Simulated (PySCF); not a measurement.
SMILES O=Cc1cc[c]([GeH3])cc1 at its GFN2-xTB optimised geometry (Å):

```
17

O      3.0930    -2.5641     0.0000
C      1.8885    -2.5641     0.0000
C      1.0383    -1.3684     0.0000
C      1.6195    -0.0989    -0.0008
C      0.8225     1.0259     0.0007
C     -0.5654     0.9160     0.0025
Ge    -1.6760     2.5248    -0.0099
C     -1.1388    -0.3514     0.0038
C     -0.3510    -1.4850     0.0024
H      1.3178    -3.5152     0.0007
H      2.6973    -0.0253    -0.0014
H      1.2736     2.0100     0.0025
H     -3.0930     2.1761     0.3044
H     -1.6404     3.1893    -1.3479
H     -1.1754     3.5152     0.9891
H     -2.2173    -0.4426     0.0079
H     -0.8048    -2.4665     0.0042
```

Level of theory: PySCF 2.14.0 with PBE0/def2-SVP. Cells within 0.4 Å of a nucleus heavier than hydrogen are left out (blank, or x).

Map of the HOMO amplitude (bohr^(-3/2)), clipped to [-0.25, 0.25] on the plane z = 0.0 Å; orbital energy -7.49 eV, overall sign arbitrary:

```
|444444444444444444444444444|
|444444444444444444444444444|
|444444444444444444444444444|
|444444444444444444444444444|
|444444444444444444444444444|
|444444444444444444444444444|
|444444444444444444444444444|
|444444444xx4444444444444444|
|444444444xx4444555444444444|
|444444444444445554444444444|
|444444444444445x44444444444|
|44444444444xx4xx44444444444|
|444444444544444444444444444|
|4444444455544455xx444444444|
|4444444555xx455555455544444|
|444444445444456654555554444|
|444444444444xx5xx3566554444|
|444444444444x54213589655444|
|44444444444455432x59x654444|
|44444444444555556x4xx344444|
|444444444444555686400244444|
|444444444444555686433344444|
|444444444444455565444444444|
|444444444444455555444444444|
|444444444444444554444444444|
|444444444444444444444444444|
|444444444444444444444444444|
```
Scale: ten equal steps from -0.232 (start of '0') to 0.250 (end of '9'), in the order '0123456789'; x runs from -6.00 to 6.00, y from -6.00 (bottom) to 6.00 (top).
